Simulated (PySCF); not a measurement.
H7NSi2, charge -1, doublet, geometry from GFN2-xTB (a state made from the parent by changing its charge; the spin is typed, not shown lowest) (in this run its highest filled SCF level lies above zero, so its values depend strongly on the basis, on diffuse functions most of all). Base run: PBE0/3-21G (PySCF).

The PySCF input:
```python
from pyscf import gto, scf, dft

mol = gto.M(
    atom='''
Si    1.61020685   -0.06981424    0.15318059
N    -0.07554875   -0.50750015   -0.30506465
Si   -1.51933345    0.33207287   -0.04579283
H     2.17352014   -1.20371441   -0.73162066
H     1.18092653    1.29518758    0.69180555
H     2.10678990   -0.63600576    1.45820873
H    -0.12425191   -1.28894166   -0.94326770
H    -2.63063371   -0.55357444   -0.48159288
H    -1.76361176    1.62045103   -0.75044676
H    -1.68612541    0.64747801    1.38893781
''',
    basis='3-21g',
    charge=-1,
    spin=1,
    verbose=4,
)

mf = dft.UKS(mol)
mf.xc = 'pbe0'
mf.kernel()
mo_i, mo_e, stable_i, stable_e = mf.stability(internal=True, external=False, return_status=True, nroots=6, tol=1e-6)
print('internally stable:', stable_i, ' externally stable:', stable_e)
if not stable_i:
    umf = mf.copy()
    umf.scf_summary = {}
    umf.kernel(umf.make_rdm1(mo_i, mf.mo_occ))
```

The bond that is stretched is that between atoms 5 and 1. A test that says stable can miss a lower solution.

Each row names what was changed in the base input (with any setting that the change needs).

| change | ΔE vs base (eV) | <S^2> | stability test says |
|---|---|---|---|
| base | 0.00 | 0.752 | internally stable (external not tested) |
| bond × 1.25 | 0.14 | 0.754 | internally stable (external not tested) |
| bond × 1.5 | 0.57 | 0.762 | internally stable (external not tested) |
| bond × 1.8 | 0.98 | 0.770 | internally stable (external not tested) |
| bond × 2.2 | 1.27 | 0.763 | internally stable (external not tested) |
| bond × 3.0 | 1.52 | 0.752 | internally stable (external not tested) |

On stretching, the SCF can end on different states; <S^2> shows the spin contamination of each.
